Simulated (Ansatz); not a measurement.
C₂H₆In (SMILES [CH3][In+][CH3]), charge +1, singlet, at a GFN2-xTB geometry (such geometries of metal compounds can be far from the true shape) (all electrons, no relativity); CAM-B3LYP/STO-3G (Ansatz, a quantum-chemistry and plane-wave program).

The Ansatz input:
Ansatz 0.2 input:
```yaml
crystal:
  periodic: [false, false, false]
  atoms:
    - {symbol: In, position_ang: [0.00000000, 0.00000000, 0.00000000]}
    - {symbol: C, position_ang: [1.76799887, 0.26458391, -1.43355759]}
    - {symbol: H, position_ang: [2.41242023, -0.60590237, -1.30508096]}
    - {symbol: H, position_ang: [2.27064356, 1.18959701, -1.14854782]}
    - {symbol: H, position_ang: [1.35310159, 0.31962734, -2.44071297]}
    - {symbol: C, position_ang: [-1.76799887, -0.26458391, 1.43355759]}
    - {symbol: H, position_ang: [-2.25762428, -1.20072172, 1.16255120]}
    - {symbol: H, position_ang: [-2.42355682, 0.59505423, 1.28934408]}
    - {symbol: H, position_ang: [-1.35498428, -0.29765450, 2.44244647]}
basis:
  gaussian:
    orbitals: STO-3G
hamiltonian:
  xc: cam_b3lyp
total_charge: 1
```

What the program printed (banner, timings and long lists left out):

```
Functional definition: CAM-B3LYP
577 factors; integrals over basis functions are off by at most 1.5e-4 eV
153 factors; integrals over basis functions are off by at most 3.0e-6 eV
mean field evaluation 1: about -156834.9368 eV, gradient 2.5e1 eV
mean field evaluation 2: about -156836.0848 eV, gradient 2.0e1 eV
mean field evaluation 4: about -156837.2998 eV, gradient 1.2e-1 eV
mean field evaluation 8: about -156837.2432 eV, gradient 1.7e-4 eV
mean field -156837.24321916 eV, -5763.6623802026 hartree, gradient 1.6e-5 eV, S^2 0.000000; 0 other end points of the search recorded, 0 dependent functions left out
reference -156837.24331922 eV, -5763.6623838796 hartree; 33, 33 occupied and 10, 10 virtual orbitals, 577 factors
Total energy: -156837.24331922 eV, -5763.6623838796 hartree
```
